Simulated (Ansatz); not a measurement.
`O=C[SiH2]Cl` + `BN[SiH3]` → `BN([SiH3])[SiH2]Cl` + `C=O` at 298.15 K and 1 bar (ligand exchange at the Si–C bond).

Program: Ansatz. Geometries: PBE0-D4/def2-TZVP. ΔE: electronic, gas phase. CCSD(T)/CBS is the MP2 limit (def2-TZVPP, def2-QZVPP) plus CCSD(T) − MP2 in def2-TZVPP, frozen cores. This one scheme is used for every species. Each species was taken in one conformer, which may not be the lowest.

| species | CCSD(T)/CBS energy (Eh) | H − E (kJ/mol) | S (J/(mol·K)) |
| --- | --- | --- | --- |
| `O=C[SiH2]Cl` | -863.90082 | 113.4 | 323.8 |
| `BN[SiH3]` | -372.22946 | 182.4 | 292.7 |
| `BN([SiH3])[SiH2]Cl` | -1121.76437 | 215.1 | 378.4 |
| `C=O` | -114.39408 | 80.1 | 218.6 |

H − E and S are ideal-gas, rigid-rotor, harmonic terms from PBE0-D4/def2-TZVP, for one conformer and one mirror image of each species. 1 Eh = 2625.50 kJ/mol, R = 8.31446 J/(mol·K).

Task: By hand: ΔE, ΔH, ΔS and ΔG.

Result: ΔE = (-1121.76437) + (-114.39408) − (-863.90082) − (-372.22946) = -0.02817 Eh = -74.0 kJ/mol. Δ(H − E) = 215.1 + 80.1 − 113.4 − 182.4 = -0.6, so ΔH = -74.6 kJ/mol. ΔS = 378.4 + 218.6 − 323.8 − 292.7 = -19.5 J/(mol·K). ΔG = -74.6 − 298.15 × (-19.5)/1000 = -68.8 kJ/mol.

Task: By hand: the equilibrium constant, and the temperature at which ΔG would vanish if ΔH and ΔS stayed fixed.

Result: log₁₀ K = −ΔG/(RT ln 10) = 12.1. ΔG = 0 at ΔH/ΔS = 3826 K, far beyond where these terms or the molecules hold.

ΔH outweighs TΔS. A doubt of 5 kJ/mol in ΔE shifts log₁₀ K by 0.9 here. Other conformers and mirror images would add mixing entropy, several J/(mol·K) or more a flexible species. Modes under 60 cm⁻¹, often nearly free rotors, make the harmonic entropy too high. These are equilibria of isolated gas molecules and say nothing of rates. Largest T1 diagnostic: 0.015 (customary marks: 0.02 for closed shells, 0.045 for open ones).
